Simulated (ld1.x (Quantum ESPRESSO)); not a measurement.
Transferability test, TM potential for K (Z = 19)

| Quantity | Value |
| --- | --- |
| Element | K (Z = 19) |
| Generator | ld1.x (Quantum ESPRESSO) 7.5 |
| Type | norm-conserving Troullier–Martins (Kleinman–Bylander form) |
| Functional | PBE |
| Relativity | scalar-relativistic |
| Frozen core | [Ne] 3s2 |
| Valence charge | 7 |
| Reference configuration | 3p6 3d0 4s0 4p0 (charge +1) |
| Partial waves | 4s (bound, empty): rc 3.40 bohr; 3p (bound): rc 1.85 bohr; 3d (bound, empty): rc 4.20 bohr |
| Local potential | all-electron potential smoothed inside 2.95 bohr (lloc = -1) |
| Core correction | Bessel-smoothed model core inside 1.15 bohr |

Energies are relative to the spin-unpolarised reference configuration 3p6 3d0 4s0 4p0; without spin polarisation the order of configurations can differ from experiment. The frozen-core shift is the all-electron ΔE with the core orbitals held at their reference shape minus the fully relaxed ΔE.

```json
{"valence configuration": "3p6 3d0 4s1 4p0", "charge": "0", "ΔE all-electron (eV)": "-4.314", "error AE − PS (meV)": "+6.5", "frozen-core shift (meV)": "+0.6"}
{"valence configuration": "3p6 3d0 4s0.5 4p0", "charge": "+0.5", "ΔE all-electron (eV)": "-2.673", "error AE − PS (meV)": "+1.7", "frozen-core shift (meV)": "+0.3"}
{"valence configuration": "3p6 3d0 4s0 4p1", "charge": "0", "ΔE all-electron (eV)": "-2.761", "error AE − PS (meV)": "-36", "frozen-core shift (meV)": "+0.1"}
{"valence configuration": "3p6 3d1 4s0 4p0", "charge": "0", "ΔE all-electron (eV)": "-1.858", "error AE − PS (meV)": "+2.4", "frozen-core shift (meV)": "+0.9"}
{"valence configuration": "3p5 3d0 4s1 4p0", "charge": "+1", "ΔE all-electron (eV)": "20.616", "error AE − PS (meV)": "-200", "frozen-core shift (meV)": "+111"}
```

Q: What are ΔE and the potential's error for 3p6 3d0.5 4s0.5 4p0?

A: ΔE = -3.096 eV all-electron; the error (AE − PS) is +2.7 meV.
